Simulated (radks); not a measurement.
All-electron atom: Li II in 1s1.5 2p0.5 (fractional occupations, a model configuration). Calculated with a radial shooting solver on a logarithmic mesh with Libxc functionals: scalar-relativistic Kohn-Sham, LDA (Slater exchange, Perdew-Wang correlation), spin-unpolarised, spherical densities, finite nucleus; Fermi nuclear charge, rms radius 2.444 fm.

Unscreened Slater integrals over Kohn-Sham orbitals (hartree).

integral      value
F0(2p,2p)   0.31859
F2(2p,2p)   0.15023
F0(2p,1s)   0.44247
G1(2p,1s)  0.046568
F0(1s,1s)    1.7095

Derived for the open shells (J is the average intra-shell exchange parameter used in DFT+U). 2p: J = F2/5 = 0.03005 hartree.
